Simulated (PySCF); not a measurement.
SCF from a fresh guess for doublet RhH6, at the PBE0 minimum. PySCF input:

```python
from pyscf import gto, scf, dft
mol = gto.M(atom='''
Rh     0.000000     0.000000     0.014490
H      1.653570     0.000000    -0.630270
H      1.253680    -0.000000    -1.350080
H      1.017990    -0.000000     1.240850
H     -1.653570    -0.000000    -0.630270
H     -1.253680    -0.000000    -1.350080
H     -1.017990     0.000000     1.240850''',
    basis={'Rh': 'def2-TZVP', 'H': 'def2-TZVP'},
    ecp={'Rh': 'def2-TZVP'},
    charge=0, spin=1)
mf = dft.UKS(mol, xc='PBE0')
mf.grids.atom_grid = (50, 194)
aux = {'Rh': 'def2-universal-JKFIT', 'H': 'def2-universal-JKFIT'}
mf = mf.density_fit(auxbasis=aux)
mf.conv_tol = 1e-08
mf.diis_space = 10
mf.max_cycle = 60
mf.init_guess = 'minao'
mf.verbose = 4
mf.kernel()
```

Excerpt of the output (cycles alone):

```
init E= -105.16013415837
cycle= 1 E= -112.626992118395  delta_E= -7.47  |g|=  1.9  |ddm|=    3
cycle= 2 E= -100.951224327239  delta_E= 11.7  |g|= 3.73  |ddm|= 14.1
cycle= 3 E= -113.518029640896  delta_E= -12.6  |g|= 1.05  |ddm|=   14
cycle= 4 E= -114.05753707299  delta_E= -0.54  |g|= 0.0728  |ddm|= 0.87
cycle= 5 E= -114.069779575434  delta_E= -0.0122  |g|= 0.0395  |ddm|= 0.167
cycle= 6 E= -114.073576415979  delta_E= -0.0038  |g|= 0.0387  |ddm|= 0.0974
cycle= 7 E= -114.074978973494  delta_E= -0.0014  |g|= 0.021  |ddm|= 0.0556
cycle= 8 E= -114.075417689529  delta_E= -0.000439  |g|= 0.00523  |ddm|= 0.0383
cycle= 9 E= -114.075455918771  delta_E= -3.82e-05  |g|= 0.00105  |ddm|= 0.012
cycle= 10 E= -114.075459526466  delta_E= -3.61e-06  |g|= 0.000627  |ddm|= 0.00402
cycle= 11 E= -114.075460011577  delta_E= -4.85e-07  |g|= 0.000133  |ddm|= 0.00129
cycle= 12 E= -114.075460112072  delta_E= -1e-07  |g|= 5.82e-05  |ddm|= 0.000705
cycle= 13 E= -114.075460128669  delta_E= -1.66e-08  |g|= 2.12e-05  |ddm|= 0.000286
cycle= 14 E= -114.075460130735  delta_E= -2.07e-09  |g|= 3.63e-06  |ddm|= 0.000119
Extra cycle  E= -114.075460130751  delta_E= -1.65e-11  |g|= 2.06e-06  |ddm|= 7.51e-06
converged SCF energy = -114.075460130751  <S^2> = 0.75306205  2S+1 = 2.0030597
```

No lower solution of this spin was found from smeared starts or by a stability analysis within the unrestricted form.

Open d and f shells are described by one determinant, and the ground state may have another occupation or spin.

The search for the lowest solution, 3 starts and the stability check together, took 21 s on 2 threads of a shared Arm Neoverse N1 host, with 76 basis functions; the process peaked at 0.57 GiB.
